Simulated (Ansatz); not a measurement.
An input meant for Ca₂Se₂ (charge 0, singlet).

```yaml
crystal:
  periodic: [true, true, true]
  atoms:
    - {symbol: Ca, position_ang: [1.496980, 0.295669, -0.688751]}
    - {symbol: Ca, position_ang: [-1.496580, -0.296736, 0.689108]}
    - {symbol: Se, position_ang: [0.648009, 0.845874, 1.771650]}
    - {symbol: Se, position_ang: [-0.648399, -0.844807, -1.772018]}
basis:
  gaussian: {orbitals: cc-pVTZ, final_grid: {core_spheres: 5, valence_spheres: 4, degree: 11}}
hamiltonian: {xc: {name: wB97X}, pseudopotentials: {relativity: none}}
scf: {lower_state_search: off}
output: {forces: true}
```

```sh
$ ansatz run in.yaml --threads 4 --pin off --events-out ev --progress --plain --max-ram 4787MiB
```

Shortened log:

```
Error: YAML parse error: error: line 2 column 3: crystal: missing field `lattice` (a structure is typed as `lattice` and `atoms`, a molecule's as `atoms` in Å alone, or read from a run's directory, `checkpoint`)
 --> <input>:2:3
1 | crystal:
2 |   periodic: [true, true, true]
3 |   atoms:
4 |     - {symbol: Ca, position_ang: [1.496980, 0.295669, -0.688751]}
```

Task: Something in this input is off. What?

Result: The species is marked periodic without a cell. The input was rejected before any iteration.
